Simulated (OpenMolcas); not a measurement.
## 4d⁶ along the 42-electron sequence

| Property | Result |
| --- | --- |
| Program | OpenMolcas |
| Method | MS-RASPT2, IPEA 0.25 Eh, imaginary shift 0.1 Eh |
| Basis | ANO-RCC-VQZP |
| Scalar Hamiltonian | DKH2, point nucleus |
| Spin-orbit coupling | RASSI with atomic mean-field integrals over the reference wave functions, term energies averaged over their components |

Active space for each ion: 12 electrons in 8 orbitals (RAS1 4p, at most 2 holes; RAS2 4d); closed shells correlated by CASPT2: 4s.

Computed levels in cm-1 above ⁵D₄:

```csv
Level,Ru2+,Rh3+,Pd4+,Ag5+
⁵D₃,1181,1573,2020,2570
⁵D₂,1877,2460,3090,3840
⁵D₁,2330,3050,3840,4790
⁵D₀,2550,3330,4190,5220
³H₆,15390,17610,19790,22130
³H₅,15690,17970,20170,22520
³P₂(1),15790,18040,20120,22010
³F₃(1),17560,20240,22780,25350
³F₂(1),18130,20960,23650,26330
weight of ⁵D in the lowest level (%),99,98,98,97
```

Mixed levels, with the weight of the term that names them: Pd4+ ³F₃(1) (75 %), Ag5+ ³H₅ (75 %), Ag5+ ³F₃(1) (74 %).

Measured, with the error of the calculation in %. Measured levels: Ru2+ from Moore, Atomic Energy Levels, vol. III, NSRDS-NBS 35 (1971 reprint of NBS Circular 467, 1958); Ag5+ from the list in Gamrath, thesis, University of Mons (2023).

```csv
Level,Ru2+,Ag5+
⁵D₃,1159 (+1.9),2692 (-4.4)
⁵D₂,1826 (+2.8),3953 (-2.7)
⁵D₁,2266 (+2.8),4941 (-3.1)
⁵D₀,2476 (+2.9),5380 (-3.1)
³H₆,,21512 (+2.8)
³H₅,,21812 (+3.2)
³P₂(1),,21042 (+4.6)
³F₃(1),,24441 (+3.7)
³F₂(1),,25306 (+4.0)
```

The fine-structure level ⁵D₀ changes by a factor of 2.05 from Ru2+ to Ag5+. Its fourth root runs 7.11, 7.60, 8.05, 8.50, with steps per unit of Z of 0.49, 0.45, 0.45; equal steps would mean a (Z - σ)^4 law with constant σ.

³H₆ changes by a factor of 1.44 over the same range, with steps per unit of Z of +2220, +2180, +2340 cm-1.

CASPT2 does not keep the components of a term degenerate, so their means are used; among the terms shown or strongly mixed into the levels shown the widest spread is 680 cm-1 (4d⁶ ³H, Rh3+). Active for correlation alone: 4p; no level in the range computed is led by a configuration that opens it, so any true level of that kind is missing. Measured partners are found by configuration, term and J. A level has none where our copy of the source lacks it or the pairing is in doubt (some pairs that miss far off the trend of their configuration count as doubtful), and it then counts in no deviation. Levels of configurations outside the active space are missing.

A number in round brackets counts repeated terms of one configuration in the order of the reference energies.
